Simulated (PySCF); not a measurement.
PBE on Hf (hafnium, neutral), [Xe] 4f14 5d1 6s2 7s1, 7s spin antiparallel (an excited configuration). All numbers are calculated (PySCF 2.14, a scalar-relativistic core potential, in aug-cc-pVDZ-PP with ECP60MDF).

```
cycle= 1 E= -48.2844019390076  delta_E= -0.00735  |g|= 0.0504  |ddm|= 1.42
cycle= 2 E= -48.2904333086817  delta_E= -0.00603  |g|= 0.03  |ddm|= 0.69
cycle= 3 E= -48.2934454843797  delta_E= -0.00301  |g|= 0.016  |ddm|= 0.293
cycle= 4 E= -48.2940879804935  delta_E= -0.000642  |g|= 0.00964  |ddm|= 0.181
cycle= 5 E= -48.2941759713342  delta_E= -8.8e-05  |g|= 0.000854  |ddm|= 0.091
cycle= 6 E= -48.2941767968249  delta_E= -8.25e-07  |g|= 0.000124  |ddm|= 0.00749
cycle= 7 E= -48.2941768328311  delta_E= -3.6e-08  |g|= 3.44e-05  |ddm|= 0.00155
cycle= 8 E= -48.2941768435491  delta_E= -1.07e-08  |g|= 1.14e-05  |ddm|= 0.000975
cycle= 9 E= -48.2941768455767  delta_E= -2.03e-09  |g|= 4.22e-06  |ddm|= 0.000626
cycle= 10 E= -48.2941768460447  delta_E= -4.68e-10  |g|= 8.91e-07  |ddm|= 0.000394
converged SCF energy = -48.2941768460447  <S^2> = 1.5983989  2S+1 = 2.7191167
```

Highest occupied orbital energy: -1.570 eV; ⟨L²⟩ = 8.34; populations by l: s 4.61, p 6.00, d 1.39, f 0.00.

Q: Can this result be used?

A: Not for this state. Self-consistency was reached. ⟨L²⟩ = 8.34 against 6 for a pure D term, so this real determinant mixes terms. Energies and moments cover only the electrons outside the core potential. Spin-orbit coupling, absent here, splits the open shell strongly. The outer electron is Rydberg-like, and this basis confines it to a smaller radius and binds it less than a complete one would. With the s spin flipped the determinant is a mixture of two multiplicities, not a spectroscopic state. The s, p, d and f populations moved away from the nominal configuration during the SCF.
